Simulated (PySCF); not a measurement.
N: excitation energy

N [He] 2s2 2p3 (4S) → N [He] 2s1 2p3 3d1 (6D), as a difference of total energies. Computed with PySCF 2.14 in aug-cc-pCVTZ-DK with one added diffuse shell each of s, p, d, f type (8s7p5d3f, 75 functions), with the spin-free X2C one-electron Hamiltonian (Gaussian nucleus). Correlated levels: valence and next inner shell: nothing frozen. The calculations carry no spin-orbit coupling.

| method | excitation energy (eV) |
| --- | --- |
| UHF | 17.328 |
| MP2 (valence and next inner shell) | 19.233 |
| SCS-MP2 (valence and next inner shell) | 19.600 |
| CCSD (valence and next inner shell) | 19.470 |
| CCSD(T) (valence and next inner shell) | 19.539 |

Question: How much does correlation contribute at CCSD(T) (valence and next inner shell)?

Answer: 19.539 − (17.328) = 2.211 eV, measured against UHF.

The upper state lies above the first ionisation limit, but in LS coupling its spin forbids autoionisation to the ground ion. A Rydberg-like electron needs more diffuse functions than a valence basis has.

The promoted electron is Rydberg-like, and one or two diffuse shells describe it only roughly, which tends to raise the upper state.
